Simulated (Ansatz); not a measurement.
Consider the atomization: `[NH2][Cd][F]` → Cd (atom) + F• + 2 H• + N•.

Gas-phase electronic energies from Ansatz, PBE0-D4/def2-TZVP geometries. CCSD(T)/CBS is the MP2 limit (def2-TZVPP, def2-QZVPP) plus CCSD(T) − MP2 in def2-TZVPP, frozen cores. This one scheme is used for every species, atoms too. Functionals use def2-TZVPP. B3LYP here is the variant with VWN-RPA as its local correlation; programs differ in this. HSE06 is defined as in plane-wave codes. Open shells (•) are unrestricted, without spin–orbit coupling. Spin–orbit coupling would lower the free atoms: a little for F. Elements past krypton have def2 core potentials. For Cd outer-core shells are correlated without core-valence functions, so the limit isn't a true one: a few kJ/mol of doubt a bond, and 10 to 20 or more in all where bonds break to atoms. One conformer a species, not always the lowest.

| level | ΔE (eV) | difference from CCSD(T)/CBS |
| --- | --- | --- |
| LDA (SPW92) | 15.99 | 2.54 |
| PBE-D4 | 13.82 | 0.37 |
| revPBE-D4 | 13.30 | -0.15 |
| BLYP-D4 | 13.49 | 0.04 |
| r2SCAN-D4 | 13.40 | -0.05 |
| B97M-V | 13.23 | -0.22 |
| PBE0-D4 | 13.23 | -0.22 |
| B3LYP-D4 | 13.27 | -0.18 |
| r2SCANh-D4 | 13.18 | -0.27 |
| r2SCAN0-D4 | 12.87 | -0.58 |
| BHLYP-D4 | 12.50 | -0.95 |
| ωB97X-V | 13.60 | 0.15 |
| B2PLYP | 13.14 | -0.31 |
| PBE-QIDH | 13.04 | -0.41 |
| PBE | 13.76 | 0.31 |
| revPBE | 13.11 | -0.34 |
| BLYP | 13.35 | -0.10 |
| r2SCAN | 13.39 | -0.06 |
| PBE0 | 13.17 | -0.28 |
| B3LYP | 13.17 | -0.28 |
| r2SCANh | 13.17 | -0.28 |
| HSE06 | 13.19 | -0.26 |
| BHLYP | 12.42 | -1.03 |
| CAM-B3LYP | 13.46 | 0.01 |
| LC-ωPBE | 13.75 | 0.30 |
| HF/def2-SVP | 7.79 | -5.66 |
| MP2/def2-SVP | 12.36 | -1.09 |
| CCSD/def2-SVP | 11.84 | -1.61 |
| CCSD(T)/def2-SVP | 12.02 | -1.43 |
| HF/def2-TZVPP | 7.98 | -5.47 |
| MP2/def2-TZVPP | 13.15 | -0.30 |
| SCS-MP2/def2-TZVPP | 13.07 | -0.38 |
| CCSD/def2-TZVPP | 12.49 | -0.96 |
| CCSD(T)/def2-TZVPP | 12.79 | -0.66 |
| HF/def2-QZVPP | 8.13 | -5.32 |
| MP2/def2-QZVPP | 13.58 | 0.13 |
| SCS-MP2/def2-QZVPP | 13.53 | 0.08 |
| HF/CBS(def2) | 8.15 | -5.30 |
| MP2/CBS(def2) | 13.81 | 0.36 |
| CCSD/CBS(def2) | 13.15 | -0.30 |
| CCSD(T)/CBS | 13.45 | 0 |

Largest T1 diagnostic among the species: 0.016.

Leaving LDA and LC-ωPBE aside and taking each functional with its dispersion term where it has one, the values spread over 1.32 eV, from BHLYP-D4 to PBE-D4. LDA lies +2.23 eV from PBE without D4, its usual overbinding. From r2SCAN to r2SCAN0 (25 % exact exchange), in def2-TZVPP and without D4, ΔE moves by −0.54 eV: exact exchange takes away binding that semilocal exchange gives to molecules.

For atomizations the MP2-based limit and the directly extrapolated one differ by several kJ/mol either way, and by 10 to 25 for some Ge, Se and Sn compounds, so smaller differences from it don't rank the levels.
